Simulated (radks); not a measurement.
Ga V, configuration [Ar] 3d7 4d2 (not the ground configuration).

Calculated with a radial shooting solver on a logarithmic mesh with Libxc functionals: scalar-relativistic Kohn-Sham, PBEsol, spin-polarised, spherical densities, finite nucleus; open shells are filled with parallel spins first; Fermi nuclear charge, rms radius 3.9973 fm.

Energy parts (eV):
total: -52618.737
kinetic: 53517.026
electron-nucleus: -124564.007
Hartree: 20362.394
exchange-correlation: -1934.149

Orbitals (lengths in bohr, moments of r in powers of bohr; <r^-3> diverges for s and p1/2):
| orbital | occ. | eigenvalue (eV) | <r^-3> | <1/r> |
|---|---|---|---|---|
| 1s up | 1 | -10313.47 | - | 31.28 |
| 1s down | 1 | -10313.46 | - | 31.28 |
| 2s up | 1 | -1356.551 | - | 6.837 |
| 2s down | 1 | -1353.680 | - | 6.846 |
| 2p up | 3 | -1193.138 | 888.4 | 6.707 |
| 2p down | 3 | -1190.975 | 890.8 | 6.716 |
| 3s up | 1 | -236.6436 | - | 2.245 |
| 3s down | 1 | -231.9975 | - | 2.235 |
| 3p up | 3 | -186.7627 | 127.8 | 2.110 |
| 3p down | 3 | -182.1477 | 126.0 | 2.099 |
| 3d up | 5 | -105.1769 | 14.62 | 1.850 |
| 3d down | 2 | -100.3877 | 14.38 | 1.835 |
| 4s up | 0 | -62.8049 | - | 0.7998 |
| 4s down | 0 | -59.5966 | - | 0.8064 |
| 4p up | 0 | -50.6332 | 17.70 | 0.7120 |
| 4p down | 0 | -47.2246 | 18.33 | 0.7227 |
| 4d up | 2 | -33.1252 | 1.676 | 0.5625 |
| 4f up | 0 | -19.7812 | 0.08819 | 0.3712 |
| 5d up | 0 | -16.4784 | 0.6214 | 0.2981 |

The highest occupied level is 4d up at -33.125 eV. The configuration is held as typed, so some empty levels lie below it. The spin density at the nucleus is -1.558 e/bohr^3 (1s -0.115, 2s -3.611, 3s 2.168). Spin moment in Bohr magnetons: 5. The density falls to 0.001 e/bohr^3 at r = 3.80 bohr.
